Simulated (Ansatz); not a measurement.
Born–Oppenheimer molecular dynamics of Cl2FH3W (7 atoms, charge 0, multiplicity 1). It starts from a relaxed structure.

Method: RKS PBE-D4/def2-SVP (Ansatz 0.2.0).

| Item | Value |
| --- | --- |
| ensemble | NVE (velocity Verlet) |
| time step | 1 fs |
| steps asked | 166 |
| starting velocities drawn for | 1000 K |
| seed | 990919 |

First frame:

```xyz
7
Properties=species:S:1:pos:R:3
W 0.038 0.000 0.344
Cl -0.031 0.000 2.693
Cl 2.286 0.000 0.118
H 0.024 1.366 -0.641
F -1.808 0.000 0.185
H 0.024 -1.366 -0.641
H 0.008 0.000 -1.387
```

(1) How far do the bonds stretch over the last three quarters of this one trajectory? (Pairs bonded in most of those frames.)

Answers

(1) 
```json
{"bond": "W1–Cl2", "mean (Å)": "2.357", "spread (Å)": "0.061", "shortest": "2.27", "longest": "2.46"}
{"bond": "W1–Cl3", "mean (Å)": "2.249", "spread (Å)": "0.023", "shortest": "2.22", "longest": "2.28"}
{"bond": "W1–H4", "mean (Å)": "1.693", "spread (Å)": "0.064", "shortest": "1.59", "longest": "1.79"}
{"bond": "W1–F5", "mean (Å)": "1.870", "spread (Å)": "0.047", "shortest": "1.78", "longest": "1.96"}
{"bond": "W1–H6", "mean (Å)": "1.722", "spread (Å)": "0.069", "shortest": "1.61", "longest": "1.86"}
{"bond": "W1–H7", "mean (Å)": "1.734", "spread (Å)": "0.057", "shortest": "1.64", "longest": "1.84"}
```

Mean temperature of the second half: 524 K. The conserved energy stayed within 1.1 meV per atom of its start (net change 0.63 meV per atom), so the integration is sound. Over the second half the temperature averaged 0.52 of the 1000 K drawn at the start: a run that starts near a minimum puts about half its kinetic energy into the potential. A run of 0.17 ps of so small a system gives no equilibrium averages.

Run time: 6.1 min on 2 threads of Arm Neoverse V1, on a shared host, peak memory 0.14 GiB.
